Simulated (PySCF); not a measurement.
C10H7N3, SMILES C1=CC2=CC=NC3=NC=CC(=C1)N23.

Coordinates come from a B3LYP-D3(BJ)/def2-SVP optimisation.

Two levels are set side by side: TDA-PBE/def2-SVP (PySCF) and TDA-B3LYP/def2-SVP (PySCF). Vertical, same geometry. The lowest singlet is HOMO→LUMO 99 % with PBE and HOMO→LUMO 99 % with the other functional; states are paired by order. Differences are taken from unrounded values.

| quantity | TDA-B3LYP |
|---|---|
| lowest singlet excitation (eV) | 1.78 |
| lowest triplet excitation (TDA) (eV) | 1.54 |
| first bright state (f over 0.05) (eV) | 3.92 |
| its oscillator strength | 0.17 |

### Question
What does TDA-PBE give, and how far is it from TDA-B3LYP? (Estimate from the structure and the level; the computed values follow.)

### Answer

```
quantity                               TDA-PBE  TDA-PBE minus TDA-B3LYP
-------------------------------------  -------  -----------------------
lowest singlet excitation (eV)            1.68                    -0.10
lowest triplet excitation (TDA) (eV)      1.46                    -0.07
first bright state (f over 0.05) (eV)     3.63                    -0.29
its oscillator strength                   0.10                    -0.07
```

A lower first singlet is the usual sign of a functional without exact exchange. Differences between two approximate levels are no errors against the true value.

Rough cost on one machine, each run with all the roots and properties that it gave: TDA-B3LYP against TDA-PBE about 2 times.
